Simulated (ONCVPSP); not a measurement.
## cobalt: one change to an ONCV potential, before and after

Co, optimised norm-conserving Vanderbilt (ONCV), made with ONCVPSP 4.0.1 (PBE, scalar-relativistic). Core [Ne] 3s2, reference 3p6 3d7 4s0.5 (charge +1.5). Waves: 4s: rc 1.80 bohr, ncon 3, nbas 7, qcut 4 1/bohr, 3 projectors, debl 1.3 Ha; 3p: rc 0.90 bohr, ncon 4, nbas 7, qcut 10.3 1/bohr, 3 projectors, debl 3.8 Ha; 3d: rc 0.90 bohr, ncon 3, nbas 8, qcut 14.6 1/bohr, 3 projectors, debl 1.3 Ha. Local part: polynomial inside 0.80 bohr (lpopt 3, dvloc0 0 Ha). Core correction: none.

Change: s: rc 2.22.

Cutoffs: the cutoffs (Ha) at which the residual kinetic energy of the hardest occupied pseudo-wave falls to 1 and 0.1 mHa per electron; they do not see the model core or the augmentation charge, which bear on the density cutoff. Errors are all-electron minus pseudo energies relative to the spin-unpolarised reference configuration.

**Question.** Predict the effect on cutoff, ghosts and configuration errors.

**Answer.** The potential gets neither clearly harder nor softer (90 Ha and 138 Ha → 90 Ha and 138 Ha); both files keep a bound ghost (s); of the 3 tests that both files solve, the error grows in 2 and shrinks in 0 by more than 15 % and 0.3 meV (median size 3.0 → 2.7 meV).

| quantity | base | changed |
| --- | --- | --- |
| cutoff, loose | 90 Ha | 90 Ha |
| cutoff, tight | 138 Ha | 138 Ha |
| loose cutoff by channel | s 5.4 Ha, p 35 Ha, d 90 Ha | s 5.4 Ha, p 35 Ha, d 90 Ha |
| bound ghosts | s | s |
| GHOST(+) flags under 300 eV | none | none |
| tests with a reliable result | 3 of 4 | 3 of 4 |
| error for 3p6 3d7 4s2, meV [ΔE -16.40 eV] | -9.6 | -12 |
| error for 3p6 3d7 4s1, meV [ΔE -7.37 eV] | -0.6 | -1.1 |
| error for 3p6 3d7 4s0, meV [ΔE 9.42 eV] | -3.0 | -2.7 |
| p: phases at 0.91 bohr within 0.05 rad from the reference energy up to (Ha; the scan ends near 5) | to the end of the scan | to the end of the scan |
| d: phases at 0.91 bohr within 0.05 rad from the reference energy up to (Ha; the scan ends near 5) | to the end of the scan | to the end of the scan |

 A true bound ghost makes a file unfit for plane-wave use even where its test errors are small: the radial tests pick states by their node count and pass the ghost by.
